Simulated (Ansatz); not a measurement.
Ge₄O₁₀H₄⁻. Total charge -1; doublet. Geometry PBE-D4/def2-SVP, that of the neutral singlet.

```
atom   x (Å)   y (Å)   z (Å)
 Ge1   0.651  -1.319  -2.390
 Ge2   0.738  -0.433   1.573
 Ge3  -0.584   0.568  -1.097
 Ge4  -0.027   2.248   1.635
  O5  -0.084   3.888   1.627
  O6  -2.106   1.353  -0.411
  O7  -1.046  -0.933   1.520
  O8  -0.686  -1.249  -1.096
  O9   0.575   1.074   0.219
 O10   0.285   0.532  -2.645
 O11   1.946  -1.478   1.105
 O12   0.510   0.939   2.754
 O13   2.160  -1.702  -1.606
 O14  -1.946   1.384   1.044
 H15   2.133  -1.586  -0.594
 H16  -1.135  -1.550   0.748
 H17   0.407  -2.096  -3.689
 H18  -1.791   0.359   1.304
```

The structure holds one bond between oxygen atoms, so isomers without such links may lie far lower. At PBE-D4/def2-SVP, PBE0-D4/def2-SVP the highest occupied level of the charge -1 doublet lies above zero (up to 0.62 eV). By energy differences its removal costs 1.65 eV (vertical, to the charge 0 singlet, at PBE0-D4/def2-SVP). At PBE-D4/def2-SVP an occupied level of the charge -1 doublet lies above an empty one (by up to 0.03 eV), so this SCF solution is probably not the lowest. At PBE-D4/def2-SVP the gap within one spin of the charge -1 doublet nearly closes, so an electron or hole may be smeared out by delocalisation error. The structure comes from a short search, and lower isomers may exist.

Problem. Estimate the α-spin orbital energies around the gap (eV) in Ansatz with PBE-D4/def2-SVP, PBE0-D4/def2-SVP.

Solution. 
| orbital | PBE-D4/def2-SVP | PBE0-D4/def2-SVP |
| --- | --- | --- |
| HOMO−5 | -3.35 | -5.11 |
| HOMO−4 | -3.26 | -5.00 |
| HOMO−3 | -3.00 | -4.94 |
| HOMO−2 | -2.94 | -4.79 |
| HOMO−1 | -2.90 | -4.51 |
| HOMO | 0.62 | 0.09 |
| LUMO | 0.59 | 1.31 |
| LUMO+1 | 2.09 | 2.91 |
| LUMO+2 | 2.41 | 3.35 |
| LUMO+3 | 2.51 | 3.52 |
| LUMO+4 | 3.08 | 4.00 |
| LUMO+5 | 3.23 | 4.13 |
| β HOMO | -2.86 | -4.30 |
| β LUMO | 0.72 | 1.38 |
